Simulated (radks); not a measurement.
Initial-state core-level shifts of the chlorine ion Cl3+ when its valence configuration changes from [Ne] 3s2 3p2. Calculated with a radial shooting solver on a logarithmic mesh with Libxc functionals: Dirac Kohn-Sham, PBE, spin-unpolarised, spherical densities, finite nucleus; open shells fill j = l - 1/2 first; Fermi nuclear charge, rms radius 3.3654 fm. Shifts are changes of the shell-averaged eigenvalues in eV (positive: less bound); the change of the density at the nucleus, which sets a Mossbauer isomer shift, is in e/bohr^3, on a base of 3601.

valence          1s      2s      2p  density at nucleus
3p4          -2.126  -2.203  -2.147            -32.6733
3s1 3p3      -1.080  -1.115  -1.088            -16.2187
3s0.5 3p3.5  -1.607  -1.662  -1.621            -24.4174
3s1.5 3p2.5  -0.545  -0.561  -0.548             -8.0790
